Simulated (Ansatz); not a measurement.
Computed with Ansatz on PBE0-D4/def2-TZVP structures; ΔE is electronic, products minus reactants. CCSD(T)/CBS is the MP2 limit (def2-TZVPP, def2-QZVPP) plus CCSD(T) − MP2 in def2-TZVPP, frozen cores. Functionals use def2-TZVPP. No spin–orbit coupling; open shells (•) take unrestricted orbitals. For Se outer-core shells are correlated without core-valence functions, which leaves a few kJ/mol of doubt a bond. Scalar relativity is left out up to krypton. Each species was taken in one conformer, which may not be the lowest.

Consider the homolysis of the Se–Si bond: `[SiH3]N[SiH2][SeH]` → `[SeH]`• + `[SiH2]N[SiH3]`•.

CCSD(T)/CBS gives +86.9 kcal/mol.

Question: Another level gave +80.4 kcal/mol. Which?
A. B2PLYP/def2-TZVPP
B. r2SCAN-D4/def2-TZVPP
C. SCS-MP2/def2-TZVPP
D. PBE0-D4/def2-TZVPP

Answer: A. B2PLYP 80.4, PBE0-D4 82.9, r2SCAN-D4 81.4, SCS-MP2/def2-TZVPP 84.4 kcal/mol.

Largest T1 diagnostic among the species: 0.014.

In def2-TZVPP, CCSD(T) changes the Hartree–Fock value by +24.2 kcal/mol (the triples alone add +2.2 kcal/mol) and MP2 by +28.1 kcal/mol; breaking electron pairs costs correlation energy, which Hartree–Fock lacks. The D4 term adds +3.6 kcal/mol with B3LYP and +2.0 kcal/mol with PBE0; it sums over pairs of atoms, weighted by their polarisabilities, and B3LYP, whose exchange is more repulsive, gets the larger term.

B3LYP here is the variant with VWN-RPA as its local correlation; programs differ in this.
